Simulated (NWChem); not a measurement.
Species: BiHCl$_{2}$; SMILES [Cl][BiH][Cl]

def2 effective core potentials on Bi; no spin-orbit coupling.

Task: Give the equilibrium geometry at PBE0/def2-SVP with def2 effective core potentials on Bi (NWChem) as a list of bonds and angles, with the point group.

Result: point group Cs; any orientation.
Bonded distances (Å): Bi1–H2 1.807, Bi1–Cl3 2.469, Bi1–Cl4 2.469. Bond angles (°): H2–Bi1–Cl3 93.2, H2–Bi1–Cl4 93.2, Cl3–Bi1–Cl4 100.7.
